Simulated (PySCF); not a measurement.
# Molecular orbitals of GaAs

BLYP at R = 2.585 Å; basis Ga cc-pVDZ-PP with ECP10, As cc-pVDZ-PP with ECP10; scalar-relativistic core potentials; PySCF 2.14. State: ³Σ⁻ (triplet), unpaired electrons π ↑↑. Only the outer orbitals are listed, counted within each symmetry, core potentials removing the inner ones.

```csv
spin,orbital,occ.,ε (eV),on Ga (%),main shells (%)
α,7σ,1,-14.26,8,92 As s
α,8σ,1,-8.87,82,"82 Ga s, 12 As p"
α,5π,1,-5.21,11,"89 As p, 10 Ga p"
α,5π,1,-5.21,11,"89 As p, 10 Ga p"
α,9σ,1,-4.53,40,"60 As p, 27 Ga p, 11 Ga s"
α,6π,0,-2.08,89,"90 Ga p, 10 As p"
α,6π,0,-2.08,89,"90 Ga p, 10 As p"
α,10σ,0,0.10,84,"83 Ga p, 21 As p"
β,7σ,1,-13.18,12,88 As s
β,8σ,1,-8.65,82,"81 Ga s, 10 As p"
β,9σ,1,-4.18,42,"58 As p, 32 Ga p, 9 Ga s"
β,5π,0,-3.98,25,"74 As p, 24 Ga p"
β,5π,0,-3.98,25,"74 As p, 24 Ga p"
β,6π,0,-1.75,76,"76 Ga p, 24 As p"
```

**Question.** Which are the highest filled and the lowest empty level, where do they sit, and how wide is the gap?

**Answer.** Highest filled β 9σ at -4.18 eV (in %: 58 As p, 32 Ga p, 9 Ga s); lowest empty β 5π at -3.98 eV (in %: 74 As p, 24 Ga p); the gap at BLYP is 0.20 eV.

* bond order (Mayer): 1.24
* ⟨S²⟩: 2.003
* charge on Ga (Mulliken, basis-dependent): 0.14
* charge on Ga (Löwdin, basis-dependent): 0.07
* dipole moment (positive dipole means Ga(−)As(+)): -1.13 D

Spin–orbit coupling is left out. The state was picked by a PBE0 search and need not be the measured ground state.
